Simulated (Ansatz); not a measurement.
`C=C[SiH](O)[GeH2][OH]` at its PBE0-D4/def2-TZVP geometry, where that method's forces vanish. Charge 0, multiplicity 1.

```xyz
14

C     0.8241   -2.1461   -0.6041
C     0.6870   -1.1017   -1.4166
Si    0.4197    0.6464   -0.8485
O    -0.9251    1.3318   -1.5069
Ge   -0.0535    0.7871    1.4941
O    -1.7975    1.2132    1.2675
H     1.0043   -3.1503   -0.9779
H     0.7629   -2.0478    0.4763
H     0.7561   -1.2780   -2.4903
H     1.5976    1.4650   -1.2404
H    -1.6569    1.4161   -0.8827
H     0.0204   -0.4877    2.3654
H     0.6247    1.9269    2.2863
H    -2.2639    1.4250    2.0778
```

(1) What forces (eV/Å) does r2SCAN-D4/def2-TZVPP give on these atoms in Ansatz 0.2.0? (An estimate is asked.)

## Answers

(1) The calculation gave: 
```
C1   0.030 -0.191  0.111
C2  -0.018  0.171 -0.090
Si3  0.058 -0.003  0.048
O4  -0.055  0.031 -0.027
Ge5  0.110 -0.027  0.039
O6  -0.056  0.011 -0.091
H7  -0.002  0.003  0.006
H8   0.002 -0.001 -0.019
H9  -0.002 -0.008 -0.013
H10 -0.010 -0.009 -0.004
H11 -0.014  0.005  0.002
H12 -0.011  0.046 -0.009
H13 -0.026 -0.033 -0.013
H14 -0.007  0.005  0.059
```
